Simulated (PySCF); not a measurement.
C2H6AlCl. Atoms are numbered in the order given.

```xyz
10

Al    -0.1642    -0.4655     0.3424
H     -0.6471    -1.8829     0.8595
Cl     0.2744     0.9729     1.8295
C      0.0517     0.0438    -1.5302
C     -0.2724    -1.0376    -2.5610
H      1.0898     0.4056    -1.6537
H     -0.5688     0.9442    -1.6977
H     -1.3157    -1.3832    -2.4815
H      0.3649    -1.9281    -2.4382
H     -0.1301    -0.6812    -3.5942
```
Charge 0, spin multiplicity 1.

Geometry optimised at PBE0-D3(BJ)/def2-SVP. The structure was generated by enumeration; whether it is a known compound was not checked. The values are those of a single conformer.

Calculation: PBE/def2-TZVP (PySCF).

ESP charges are fitted to the potential on shells at 1.4 to 2.0 van der Waals radii. Atomic charges (e):

| atom | Mulliken | meta-Löwdin | ESP fit | Löwdin |
|---|---|---|---|---|
| Al1 | 0.44 | 0.69 | 0.62 | -0.06 |
| H2 | -0.08 | -0.14 | -0.23 | -0.11 |
| Cl3 | -0.26 | -0.32 | -0.31 | 0.27 |
| C4 | -0.37 | -0.50 | 0.01 | -0.45 |
| C5 | -0.34 | -0.33 | -0.13 | -0.34 |
| H6 | 0.13 | 0.13 | -0.02 | 0.16 |
| H7 | 0.13 | 0.13 | -0.02 | 0.16 |
| H8 | 0.12 | 0.11 | 0.02 | 0.12 |
| H9 | 0.12 | 0.11 | 0.02 | 0.12 |
| H10 | 0.12 | 0.12 | 0.04 | 0.12 |
